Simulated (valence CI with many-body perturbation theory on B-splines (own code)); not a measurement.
## W LXIX: what the settings do

Computed by configuration interaction combined with many-body perturbation theory (CI+MBPT): four valence electrons over a frozen Dirac-Fock core [He], a basis of 6 s, 6 p, 5 d, 3 f, 1 g functions for each j, with the one-electron correlation potential Σ1, the two-electron term Σ2, the three-electron term Σ3, Breit, model QED; selected CI, second order for the rest (own B-spline code, finite nucleus).

No measured spectrum was set against this ion. As an estimate, large intervals hold to a few tenths of a per cent, small ones and those within an open d or f shell to about a per cent.

The reference run has the lowest level (2s^2 2p1/2^2) J=0 and an ionisation energy of 18419.4 eV. Its largest variational space holds 7605 state functions.

Levels are named by their leading jj configuration (3d3/2^4 stands for four electrons in 3d with j = 3/2), which in mixed levels can hold well under half, so a name can repeat and another be missing. Letters in brackets count levels of one name in rising energy.

Changed runs:
A. correlating orbitals by l 3 3 3 2 1 → 3 5 2 3 1; averaging of valence orbitals over low configurations on → off
B. scale of Σ1 1 → 0; highest l with Σ1, explicit Σ2 and valence Breit (higher l get mean screening factors) 3 → 1
C. factor on the speed of light 1 → 100; QED terms on → off
D. factor on the speed of light 1 → 1.1 (bad on purpose)

Excitation energies of the reference run in cm⁻¹, and shifts in cm⁻¹:

```
                     Level  Reference       A      B          C         D
    (2s^2 2p1/2 2p3/2) J=1   11383700     -76  -2264  -11383419  -2357599
    (2s^2 2p1/2 2p3/2) J=2   11530900    -141  -2058             -2345741
    (2s 2p1/2^2 2p3/2) J=2   13820600     +35  +1222             -2492137
    (2s 2p1/2^2 2p3/2) J=1   14531700     +64  +1970  -12656333  -2507880
        (2s^2 2p3/2^2) J=2   23109300    -148  -4034             -4727020
        (2s^2 2p3/2^2) J=0   23617300     -69  -3270  -22935454  -4743608
(2s 2p1/2 2p3/2^2) J=2 [a]   24972500    -8.6  -1265  -23097076  -4845997
    (2s 2p1/2 2p3/2^2) J=3   25332000    -121   -887  -23456599  -4829732
    (2s 2p1/2 2p3/2^2) J=0   25839800     +70   -209  -23634421  -4863493
(2s 2p1/2 2p3/2^2) J=1 [a]   26023600     -13   -337  -23818278  -4868393
(2s 2p1/2 2p3/2^2) J=2 [b]   26097500     -59   -333             -4854830
(2s 2p1/2 2p3/2^2) J=1 [b]   26133200    +2.8    +95  -23361257  -4858120
    Ionisation energy (eV)    18419.4  -0.028   -0.7    -1630.1    -330.1
```

A blank means that the level has no clear partner in that run.
